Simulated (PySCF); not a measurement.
A structure optimised at B3LYP-D3(BJ)/def2-TZVP, used in a PySCF frequency run:

```
Be
I 1 2.1655
I 1 2.1655 2 180.00
```

Q: Write its SMILES, formula and point group.

A: [I][Be][I], BeI2, D∞h

Q: What are its rotational constants (standard atomic weights)?

A: 0.42461 GHz (linear rotor, B only)
